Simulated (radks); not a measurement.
All-electron atom: Hg5+ in [Xe] 4f14 5d7. All-electron calculation, scalar-relativistic Kohn-Sham, PBE, spin-unpolarised, spherical densities, finite nucleus; Fermi nuclear charge, rms radius 5.4648 fm. Program: a radial shooting solver on a logarithmic mesh with Libxc functionals. Some entries of the table are withheld. Estimate them.

orbital,occ.,eigenvalue (hartree),r(max) (bohr)
1s,2,-3057.741,0.01023
2s,2,-544.0792,0.05915
2p,6,-469.6925,(1)
3s,2,-131.0552,0.1668
3p,6,-109.5505,(2)
3d,10,-86.88208,0.1355
4s,2,(3),0.3757
4p,6,-23.73810,0.3957
4d,10,-15.35452,0.4027
5s,2,-6.83088,(4)
4f,14,-6.05847,0.3664
5p,6,-4.90008,0.9225
5d,7,-2.67825,1.117

Answer. 
(1) 2p r(max) (bohr): 0.04906
(2) 3p r(max) (bohr): 0.1664
(3) 4s eigenvalue (hartree): -30.79264
(4) 5s r(max) (bohr): 0.8257
